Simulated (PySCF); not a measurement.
# Radial density of Sn⁺ (tin, charge +1)

M06, [Kr] 4d10 5s1 5p1 6s1, high-spin 4P determinant (an excited configuration). Computed with PySCF 2.14 in aug-cc-pVQZ-PP with one added diffuse shell each of s, p, d, f, g type with ECP28MDF (8s8p6d4f3g, 117 functions), with scalar relativity through the core potential. This is the valence pseudo-density: the core potential removes the inner electrons and smooths the orbitals near the nucleus.

| r (bohr) | 4πr²ρ (e/bohr) | 4πr²(ρα − ρβ) |
| --- | --- | --- |
| 0.00420 | 1.351e-05 | 0.0000 |
| 0.00707 | 3.430e-05 | 0.0000 |
| 0.0119 | 7.845e-05 | 0.0000 |
| 0.0200 | 0.0001621 | 0.0000 |
| 0.0337 | 0.0002883 | 0.0000 |
| 0.0566 | 0.0005474 | 0.0000 |
| 0.0952 | 0.002274 | 0.0001 |
| 0.160 | 0.02401 | 0.0003 |
| 0.269 | 0.3997 | 0.0059 |
| 0.453 | 6.344 | 0.1246 |
| 0.762 | 22.78 | 0.1778 |
| 1.28 | 10.22 | 0.2602 |
| 2.16 | 1.864 | 1.0820 |
| 3.63 | 0.4118 | 0.4053 |
| 6.10 | 0.2234 | 0.2233 |
| 10.3 | 0.008470 | 0.0085 |

Energies and moments cover only the electrons outside the core potential. The outer electron is Rydberg-like, and this basis confines it to a smaller radius and binds it less than a complete one would.
